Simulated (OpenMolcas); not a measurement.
**Br+: from CASSCF to CASPT2**

```
Program             : OpenMolcas
Basis               : ANO-RCC-VTZP [6s5p3d1f]
Scalar Hamiltonian  : DKH2, point nucleus
Active space        : 6 electrons in 8 orbitals (4s 4p 5s 5p)
State averaging     : 2S+1 = 3 even, 3 roots; 2S+1 = 1 even, 6 roots; 2S+1 = 3 odd, 1 root; 2S+1 = 1 odd, 5 roots
Spin-orbit coupling : state interaction with AMFI integrals over the reference wave functions, term energies averaged over their components
```

Methods on the same reference wave functions:
A. CASSCF
B. SS-CASPT2, IPEA 0.25 Eh, imaginary shift 0.1 Eh (closed shells correlated: 3d)
C. XMS-CASPT2, IPEA 0.25 Eh, imaginary shift 0.1 Eh (closed shells correlated: 3d)

Energies in cm-1 above 4s2 4p4 3P2, the measured ground level; measured values from NIST Handbook of Basic Atomic Spectroscopic Data.

```json
{"Level": "4s2 4p4 3P2", "A": "0.0", "B": "0.0", "C": "0.0", "Measured": "0.0"}
{"Level": "4s2 4p4 3P1", "A": "2766", "B": "2800", "C": "2800", "Measured": "3136"}
{"Level": "4s2 4p4 3P0", "A": "3433", "B": "3520", "C": "3530", "Measured": "3837"}
{"Level": "4s2 4p4 1D2", "A": "14247", "B": "12670", "C": "12730", "Measured": "12089"}
{"Level": "4s2 4p4 1S0", "A": "26051", "B": "28340", "C": "29050", "Measured": "27867"}
```

Deviations, from unrounded energies. A percentage is the sum of absolute deviations over the sum of measured energies, with the sign that they share, or ± where signs differ.

```csv
Against measurement,Levels,A,B,C
mean absolute deviation (cm-1),4,1200,430,620
fine structure of the ground term (%),2,-11.1,-9.4,-9.2
other terms of the ground configuration (%),2,±9.9,+2.6,+4.5
```

B lies closest to measurement on these levels and A furthest from it. The largest miss of B in the table is 4s2 4p4 1D2, by +580 cm-1. The ranking rests on the paired levels alone, and a cruder setting can come out closer through cancelling errors.

Between B and C the level of the table that moves most is 4s2 4p4 1S0, by 710 cm-1 (lowest in B, highest in C). Moves below CASPT2's spread within the term are not significant.

From A to B the spin-free energies of the other terms of 4s2 4p4 shown, above 3P, scale by factors of 0.87 to 1.10.

The lowest spin-free term lies below A's lowest term by 0.146 hartree in B, 0.149 hartree in C.

CASPT2 does not keep the components of a term degenerate, so their means are used; among the terms shown or strongly mixed into the levels shown the widest spread is 160 cm-1 (4s2 4p4 1D, C). The run also gave levels led by 4s2 4p3 5s, which use shells meant for correlation; these and all levels above them are left out. Without dynamic correlation excited terms often stand tens of per cent too high (terms of higher spin than the ground term too low), and those without a measured partner can miss by more than the paired ones (holds for A). Computed and measured levels are paired by configuration, term and J; levels that our copy of the source lacks, or whose pairing is in doubt (as where it misses far off the trend of its configuration), stay unpaired and out of the deviations. Only configurations of the active space appear. The table leaves out levels that lie high or whose names do not pair safely across all columns.
